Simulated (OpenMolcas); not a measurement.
## Kr4+: from RASSCF to RASPT2

```json
{"Program": "OpenMolcas", "Basis": "ANO-RCC-VQZP [7s6p4d2f1g]", "Scalar Hamiltonian": "DKH2, point nucleus", "Active space": "4 electrons in 9 orbitals (RAS2 4s 4p; RAS3 4d, at most 2 electrons)", "State averaging": "2S+1 = 3 even, 6 roots; 2S+1 = 1 even, 12 roots; 2S+1 = 5 odd, 1 root; 2S+1 = 3 odd, 9 roots; 2S+1 = 1 odd, 8 roots", "Spin-orbit coupling": "state interaction with AMFI integrals over the reference wave functions, term energies averaged over their components"}
```

Methods on the same reference wave functions:
A. RASSCF
B. SS-RASPT2, IPEA 0.25 Eh, imaginary shift 0.1 Eh (closed shells correlated: 3d)
C. MS-RASPT2, IPEA 0.25 Eh, imaginary shift 0.1 Eh (closed shells correlated: 3d)

Energies in cm-1 above 4s2 4p2 3P0, the measured ground level; measured values from Saloman, J. Phys. Chem. Ref. Data 36, 215 (2007).

| Level | A | B | C | Measured |
| --- | --- | --- | --- | --- |
| 4s2 4p2 3P0 | 0.0 | 0.0 | 0.0 | 0.0 |
| 4s2 4p2 3P1 | 3164 | 3230 | 3240 | 3743 |
| 4s2 4p2 3P2 | 6843 | 6780 | 6800 | 7595 |
| 4s2 4p2 1D2 | 21065 | 19110 | 19130 | 19723 |
| 4s2 4p2 1S0 | 41401 | 38990 | 38910 | 39204 |
| 4s 4p3 5S* 2 | 89817 | 93760 | 93800 |  |
| 4s 4p3 3D* 1 | 126969 | 127610 | 127650 | 129658 |
| 4s 4p3 3D* 2 | 127001 | 127660 | 127700 | 129779 |
| 4s 4p3 3D* 3 | 127887 | 128570 | 128610 | 131016 |
| 4s 4p3 3P* 0 | 146407 | 146330 | 146370 | 147925 |
| 4s 4p3 3P* 1 | 146624 | 146550 | 146590 | 148287 |
| 4s 4p3 3P* 2 | 146847 | 146790 | 146830 | 148668 |
| 4s 4p3 1D* 2 | 163630 | 162430 | 162470 | 163387 |

Deviations, from unrounded energies. A percentage is the sum of absolute deviations over the sum of measured energies, with the sign that they share, or ± where signs differ.

```csv
Against measurement,Levels,A,B,C
mean absolute deviation (cm-1),11,1700,1400,1300
fine structure of the ground term (%),2,-11.7,-11.7,-11.5
other terms of the ground configuration (%),2,+6.0,-1.4,-1.5
other configurations (%),7,±1.4,-1.3,-1.3
```

B, C lie about equally close to measurement and A furthest from it. The largest miss of C in the table is 4s 4p3 3D* 3, by -2400 cm-1. The ranking rests on the paired levels alone, and a cruder setting can come out closer through cancelling errors.

Between B and C the level of the table that moves most is 4s2 4p2 1S0, by 74 cm-1 (lowest in C, highest in B). Moves below CASPT2's spread within the term are not significant.

The mean deviations of B to C differ by less than CASPT2's widest spread within a term (47 cm-1), so their order carries little weight.

From A to B the spin-free energies of the other terms of 4s2 4p2 shown, above 3P, scale by factors of 0.86 to 0.93.

The lowest spin-free term lies below A's lowest term by 0.115 hartree in B, 0.115 hartree in C.

Term energies are means over components that CASPT2 splits; among the terms shown or strongly mixed into the levels shown the widest spread is 47 cm-1 (4s 4p3 3D*, C). Configurations are named by rounded mean occupations; where the s occupation lies near a half they are strongly mixed, a name can repeat and a true partner stay unpaired. Some terms take much of their weight from 4d, a shell meant for correlation, so their names are nominal. Some terms mix strongly with configurations of 4d, whose occupation reaches 0.46 (4s 4p3 1D*). Measured partners are found by configuration, term and J. A level has none where our copy of the source lacks it or the pairing is in doubt (some pairs that miss far off the trend of their configuration count as doubtful), and it then counts in no deviation. Only configurations of the active space appear. The table leaves out levels that lie high or whose names do not pair safely across all columns.

* marks odd parity.
